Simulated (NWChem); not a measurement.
CH3ClOSi, singlet; SMILES CO[Si]Cl

```xyz
7

Si     1.1272     0.1203    -0.0003
Cl    -0.4877     1.5058     0.0000
O      0.3398    -1.3265     0.0002
C     -0.9917    -1.7768     0.0012
H     -1.7028    -0.9356    -0.0024
H     -1.1646    -2.4018    -0.8886
H     -1.1658    -2.3948     0.8957
```
Atoms are numbered in this order, from 1.

All runs: NWChem. Geometry optimised at PBE0/def2-SVP; all other runs use it. Low-valent species are run as closed-shell singlets; no triplet was tried in these runs.

```tsv
quantity	level	value
vertical ionisation energy, ΔSCF (eV)	CAM-B3LYP/def2-SVP	9.78
cavity-dispersion-structure term (kcal/mol) in water	PBE0/def2-SVP, SMD	2.1
vertical, lowest state with f > 0.02, singlet (eV)	CAM-B3LYP/def2-SVPD, TDA	4.95
isotropic polarisability (bohr³), static	CAM-B3LYP/def2-SVPD	60.0
dipole (D)	PBE0/def2-SVP	1.69
highest harmonic frequency (cm⁻¹)	PBE0/def2-SVP	3153
```
